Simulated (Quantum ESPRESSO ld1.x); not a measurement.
Values are calculated unless marked as measured or tabulated.
Question: Species: Ir4+. Configuration: [Xe] 4f14 5d5 (the NIST ground configuration). Code: ld1.x of Quantum ESPRESSO 7.5. Model: Dirac Kohn-Sham, revPBE, spin-unpolarised, spherical densities, point nucleus; open shells fill j = l - 1/2 first.

Spin-orbit splittings of the eigenvalues, e(l+1/2) - e(l-1/2), with zeta = 2 splitting/(2l+1) and mean radii in bohr:

shell  occ.  splitting (eV)  zeta (eV)  <r> j=l-1/2  <r> j=l+1/2
2p        6            1628       1085      0.06017      0.06848
3p        6           356.4      237.6       0.1801       0.1954
3d       10           77.01      30.80       0.1705       0.1752
4p        6           84.29      56.19       0.4266       0.4603
4d       10           15.65      6.258       0.4718       0.4831
4f       14               ?          ?       0.5304       0.5380
5p        6           13.93      9.287        1.053        1.144
5d        5           1.582     0.6328        1.462        1.500

Estimate the 4f splitting.

Answer: 3.124 eV (zeta = 0.8927 eV).
